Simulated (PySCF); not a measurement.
**Working with the constants of AlCu⁺**

UHF-CCSD(T) constants of AlCu⁺, ²Σ⁺ (doublet), unpaired electrons σ ↑ (PySCF, no relativity, basis sets Al def2-TZVPPD, Cu def2-TZVPPD; masses 26.9815 and 62.9296 u):

- ωe: 208.9 cm⁻¹
- ωexe: 1.76 cm⁻¹
- Be: 0.14539 cm⁻¹
- αe: 0.00160 cm⁻¹
- D (centrifugal): 2.82e-07 cm⁻¹
- De to Al⁺ + Cu (3d10 4s1): 1.20 eV

Q: Give the vibrational terms G(v) and spacings up to v = 6.

A: G(v) = ωe(v+½) − ωexe(v+½)².

| v | G(v) (cm⁻¹) | G(v) − G(v−1) | Bv (cm⁻¹) |
| --- | --- | --- | --- |
| 0 | 104.0 |  | 0.1446 |
| 1 | 309.4 | 205.4 | 0.1430 |
| 2 | 511.2 | 201.9 | 0.1414 |
| 3 | 709.6 | 198.3 | 0.1398 |
| 4 | 904.4 | 194.8 | 0.1382 |
| 5 | 1095.7 | 191.3 | 0.1366 |
| 6 | 1283.5 | 187.8 | 0.1350 |

Q: How well does the Morse estimate ωe²/(4ωexe) reproduce De, and what is D0?

A: It gives 0.77 eV, 64 % of the computed De. D0 = De − G(0) = 1.20 − 0.01 = 1.19 eV.

Correlated steps freeze 10 core orbitals. For an ion De counts to the pair picked by the measured ionisation energies or electron affinities, which need not be the lowest pair at this level. The state is the lowest single determinant that the PBE0 search found; with open d or f shells the true ground state can be another one.
